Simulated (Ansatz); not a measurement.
Which is lower?

The two ends of one reaction step of Si4NH13, closed shell (PBE0-D4/def2-TZVP).

A:

```tsv
atom	x (Å)	y (Å)	z (Å)
Si1	0.0145	1.7305	-0.0168
Si2	0.5318	-2.9447	0.3429
Si3	-0.1904	0.9211	-2.2032
Si4	-1.5490	0.7172	1.4000
H5	-0.3323	3.1898	-0.0602
H6	1.2353	-1.6386	0.3109
N7	1.6021	1.3693	0.5612
H8	1.4409	-4.0151	-0.1440
H9	-0.6698	-2.8911	-0.5274
H10	0.1175	-3.2538	1.7355
H11	-1.4824	1.3775	-2.7846
H12	0.9157	1.4405	-3.0572
H13	-0.1479	-0.5647	-2.2416
H14	-1.2830	1.0821	2.8207
H15	-2.9189	1.1791	1.0462
H16	-1.5081	-0.7660	1.2912
H17	2.4043	1.5791	-0.0112
H18	1.8199	1.4880	1.5378
```

B:

```csv
atom,x (Å),y (Å),z (Å)
Si1,-0.5316,0.3593,0.3432
Si2,0.5687,-1.6511,0.8053
Si3,-0.4552,0.8158,-1.9457
Si4,-2.7846,0.1900,0.9516
H5,0.0708,1.4989,1.0929
H6,3.5483,-0.2622,0.1610
N7,2.7620,0.3716,0.0848
H8,1.3172,-2.1626,-0.3715
H9,-0.4612,-2.6815,1.1408
H10,1.4677,-1.5349,1.9823
H11,-1.2795,2.0069,-2.2907
H12,0.9353,1.0735,-2.4151
H13,-0.9850,-0.3514,-2.7023
H14,-2.9240,-0.1510,2.3944
H15,-3.5142,1.4638,0.7004
H16,-3.4373,-0.8853,0.1550
H17,2.7941,0.7830,-0.8402
H18,2.9085,1.1176,0.7538
```

Computed with Ansatz 0.2.0 (basis: def2-TZVPP); correlated methods freeze the cores. B3LYP uses VWN-RPA correlation.

(1) Which structure is lower at CCSD(T), and by how much? (To be estimated.)

(2) Do the other methods give the same order? (A judgement: the text doesn't fix the answer.)

The T1 diagnostic stays at or below 0.013.

## Answers

(1) Computed: A, by 7.9 kJ/mol (electronic energy, against the other). By their contacts, A is a complex of Si₃NH₉ ([NH2][SiH]([SiH3])[SiH3]) + SiH₄ and B is a complex of Si₄H₁₀ ([SiH3][SiH]([SiH3])[SiH3]) + NH₃.

(2) The calculation gives: Not all: SPW92, PBE-D4, PBE0-D4 give the other order.

```
      method  E(B) − E(A) (kJ/mol)
       SPW92                  -6.8
      PBE-D4                  -8.1
     BLYP-D4                   8.1
   r2SCAN-D4                   1.5
      B97M-V                   0.3
     PBE0-D4                  -3.9
    B3LYP-D4                  10.8
  r2SCAN0-D4                   3.6
    BHLYP-D4                  15.2
CAM-B3LYP-D4                  18.4
     wB97X-V                  10.0
     wB97M-V                  10.6
      B2PLYP                  15.1
    PBE-QIDH                   3.7
  RPA on PBE                  11.3
          HF                  34.6
         MP2                  10.4
        CCSD                  12.2
     CCSD(T)                   7.9
```

Labels in which every atom is bracketed show which atoms are joined, not bond orders.

For scale, one of the runs: CCSD(T)/def2-TZVPP, 381 basis functions, launched by `ansatz run in.yaml --threads 2 --pin off --events-out ev --progress --plain --max-ram 20480MiB --backend cuda --devices 0, --max-vram 18GiB`. Time: 10 s of wall clock on 2 CPU threads of an AMD EPYC 7R13 and a share of one NVIDIA H100; the host was shared. Peak host memory: 0.86 GiB.
